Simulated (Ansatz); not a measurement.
Reaction (isomerisation): `FC[NH][SnH3]` → `C[NH][SnH2][F]`

Computed with Ansatz on PBE0-D4/def2-TZVP structures; ΔE is electronic, products minus reactants. CCSD(T)/CBS is the MP2 limit (def2-TZVPP, def2-QZVPP) plus CCSD(T) − MP2 in def2-TZVPP, frozen cores. Functionals use def2-TZVPP. B3LYP here is the variant with VWN-RPA as its local correlation; programs differ in this. def2 core potentials past Kr. For Sn outer-core shells are correlated without core-valence functions, which leaves a few kJ/mol of doubt a bond. One conformer a species, not always the lowest.

`FC[NH][SnH3]`:

Cartesian coordinates in Å:
```
F -0.656 -0.498 1.905
C -1.055 -0.806 0.584
N -0.722 0.187 -0.343
Sn 1.249 0.636 -0.636
H -2.137 -0.959 0.634
H -0.553 -1.747 0.344
H -1.332 0.990 -0.276
H 1.302 1.493 -2.109
H 2.011 -0.883 -0.732
H 1.893 1.586 0.627
```

`C[NH][SnH2][F]`:

Cartesian coordinates in Å:
```
C -0.290 1.435 0.304
N 0.692 0.395 0.056
Sn 0.161 -1.524 -0.092
F -0.950 -1.756 -1.661
H 0.198 2.332 0.700
H -0.999 1.100 1.066
H -0.871 1.726 -0.580
H 1.395 0.687 -0.608
H -0.867 -1.913 1.202
H 1.531 -2.482 -0.386
```

Q: Is it downhill or uphill in electronic energy at CCSD(T)/CBS, and by how much? (Estimate.)

A: Computed: Downhill: ΔE = -114.0 kJ/mol.

Q: What do these levels give: B2PLYP, PBE, PBE0, B3LYP, MP2/def2-TZVPP, CCSD/def2-TZVPP? (Estimate.)

A: Computed: B2PLYP -107.8, PBE -100.6, PBE0 -99.6, B3LYP -104.9, MP2/def2-TZVPP -109.8, CCSD/def2-TZVPP -101.8 kJ/mol.

Largest T1 diagnostic among the species: 0.013.
